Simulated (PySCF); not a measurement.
PySCF input (B3PW91/6-31G* (5d)):

```python
from pyscf import gto, dft

mol = gto.M(
    atom='''
    C    -0.99068100    0.19143400   -0.16200000
    S     0.56573500   -0.10932000    0.09251100
    H    -1.32804100    1.00501400   -0.80207300
    H    -1.77962700   -0.40450400    0.29389400
    ''',
    basis='6-31g*',
    charge=0,
    spin=0,
    verbose=4,
)

mf = dft.RKS(mol, xc='b3pw91')
mf.grids.level = 3
mf.conv_tol = 1e-9
mf.max_cycle = 100
mf.max_memory = 1500
mf.kernel()
if not mf.converged:
    mf = mf.newton()
    mf.kernel(mf.make_rdm1())
mf.dip_moment()
```

From the output:

```
becke partition: Becke, JCP 88, 2547 (1988); DOI:10.1063/1.454033
pruning grids: <function nwchem_prune>
grids dens level: 3
symmetrized grids: False
atomic radii adjust function: <function treutler_atomic_radii_adjust>
small_rho_cutoff = 0
Set gradient conv threshold to 3.16228e-05
Initial guess from minao.
tot grids = 52616
init E= -437.472653185407
  HOMO = -0.267730071942425  LUMO = -0.151022845359718  gap/eV = 3.17577
cycle= 1 E= -437.378053040503  delta_E= 0.0946  |g|= 0.179  |ddm|=    2
  HOMO = -0.193939657185498  LUMO = -0.0805951962254015  gap/eV = 3.08426
cycle= 2 E= -437.354198248905  delta_E= 0.0239  |g|= 0.334  |ddm|= 0.685
  HOMO = -0.226225122013362  LUMO = -0.0856869391406039  gap/eV = 3.82424
cycle= 3 E= -437.390022668265  delta_E= -0.0358  |g|= 0.0598  |ddm|= 0.409
  HOMO = -0.23551081830831  LUMO = -0.0969773385832498  gap/eV = 3.76969
cycle= 4 E= -437.391006489829  delta_E= -0.000984  |g|= 0.0113  |ddm|= 0.0658
  HOMO = -0.235585238553438  LUMO = -0.0959403397747116  gap/eV = 3.79993
cycle= 5 E= -437.391043044528  delta_E= -3.66e-05  |g|= 0.000918  |ddm|= 0.0125
  HOMO = -0.235536338154346  LUMO = -0.0958463834189276  gap/eV = 3.80116
cycle= 6 E= -437.391043259976  delta_E= -2.15e-07  |g|= 0.000268  |ddm|= 0.00145
  HOMO = -0.235545498972912  LUMO = -0.0958448712844491  gap/eV = 3.80145
cycle= 7 E= -437.391043282088  delta_E= -2.21e-08  |g|= 2.8e-05  |ddm|= 0.000399
  HOMO = -0.23554737982546  LUMO = -0.0958449481178154  gap/eV = 3.80150
cycle= 8 E= -437.391043282311  delta_E= -2.23e-10  |g|= 1.47e-06  |ddm|= 3.36e-05
  HOMO = -0.23554759792256  LUMO = -0.0958448014126843  gap/eV = 3.80151
Extra cycle  E= -437.39104328231  delta_E= 1.19e-12  |g|= 2.97e-06  |ddm|= 4.89e-06
converged SCF energy = -437.39104328231
Dipole moment(X, Y, Z, Debye): -1.83224,  0.35405, -0.29962
```

The geometry given is a B3LYP-D3(BJ)/def2-TZVP minimum.
